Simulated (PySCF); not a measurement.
# Adding and removing an electron: GaP

PBE0; Ga cc-pVDZ-PP with ECP10, P cc-pV(D+d)Z; scalar-relativistic core potentials (PySCF 2.14). Neutral (UKS): triplet (π ↑↑), Re = 2.477 Å, ωe = 287 cm⁻¹, De = 2.06 eV, HOMO -5.40 eV, LUMO -3.12 eV.

GaP⁺ (UKS): quartet (σ ↑, π ↑↑), Re = 2.694 Å, ωe = 142 cm⁻¹, De = 0.54 eV to Ga⁺ + P. The energies at the minima are -600.60997 hartree for GaP and -600.33555 for GaP⁺.

Task: Work out the adiabatic ionisation energy, without and with harmonic zero-point energies (1 hartree = 27.2114 eV, 1 eV = 8065.5 cm⁻¹), and the change of the bond length.

Result: At PBE0: 0.27442 hartree = 7.467 eV between the minima; the zero-point term (142.0 − 287.0)/2 cm⁻¹ = -0.009 eV makes it 7.458 eV. Re changes by +21.7 pm against the neutral. The electron leaves a σ orbital, and the longer bond of the ion fits a bonding orbital, or a change in how ionic the bond is.

Spin–orbit coupling is left out. For an ion De counts to the pair picked by the measured ionisation energies or electron affinities, which need not be the lowest pair at this level. States were picked by a PBE0 search and need not be the measured ground states.
